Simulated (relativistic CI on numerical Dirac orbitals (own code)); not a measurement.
Calculated at this level of theory: Dirac-Coulomb-Breit CI, KLI orbitals optimised for each configuration, a model potential for QED, unscaled Slater integrals (own radial code, finite nucleus).

Configurations in the expansion (outside the closed core 1s2): 2s2.2p4, 2s.2p5, 2p6, 2p5.3s, 2p5.3p, 2s2.2p3.3s, 2p5.3d, 2s2.2p3.3p, 2s2.2p3.3d, 2s.2p4.3s, 2s.2p4.3p, 2s.2p4.3d, 2s2.2p3.4s, 2s2.2p3.4p, 2s2.2p3.4d, 2s2.2p3.4f, 2s2.2p2.3s2, 2s.2p4.4s, 2s2.2p2.3s.3p, 2s.2p4.4p, 2s2.2p3.5s, 2s.2p4.4d, 2s.2p4.4f, 2s2.2p2.3s.3d, 2s2.2p3.5p, 2s2.2p2.3p2, 2s2.2p3.5d, 2s2.2p3.5f, 2s2.2p3.5g, 2s2.2p2.3p.3d, 2s.2p3.3s2, 2s2.2p2.3d2, 2s.2p3.3s.3p, 2s.2p3.3s.3d, 2s.2p3.3p2, 2s.2p4.5s. Levels of other configurations are missing.

At this charge energies of transitions that change n are usually good to better than 1 %, and those within a shell (Δn = 0) to a few per cent.

Outline of the computed level scheme of Hf LXV. Lowest level of each configuration: 2s2.2p4 3P_2 at 0.00 eV; 2s.2p5 3P°_2 at 1625.50 eV; 2p6 1S_0 at 3371.14 eV; 2s2.2p3.3s 3P°_2 at 8170.02 eV; 2s2.2p3.3p 3P_1 at 8287.40 eV; 2s2.2p3.3d 3D°_2 at 8756.73 eV; 2s.2p4.3s 5P_3 at 9720.09 eV; 2s.2p4.3p 5P°_2 at 9845.62 eV.

Some strong electric-dipole decays among the lowest 45 levels: 2s2.2p3.3d 3D°_3 → 2s2.2p4 3P_2 (2.1e+15 s⁻¹); 2s2.2p3.3d 3D°_1 → 2s2.2p4 1S_0 (1.3e+15 s⁻¹); 2s2.2p3.3d 3D°_2 → 2s2.2p4 3P_2 (9.2e+14 s⁻¹); 2s.2p4.3p 3D°_3 → 2s2.2p4 3P_2 (4.9e+14 s⁻¹); 2s2.2p3.3d 3D°_1 → 2s2.2p4 3P_2 (2.4e+14 s⁻¹); 2s.2p4.3p 5P°_2 → 2s2.2p4 3P_2 (2.0e+14 s⁻¹); 2s2.2p3.3s 1D°_2 → 2s2.2p4 1D_2 (1.8e+14 s⁻¹); 2s.2p4.3s 3P_2 → 2s.2p5 3P°_2 (1.8e+14 s⁻¹).

LS names give the leading component of a level, which can be under half, so a name can repeat, a term be missing and a line seem to break the LS rules.
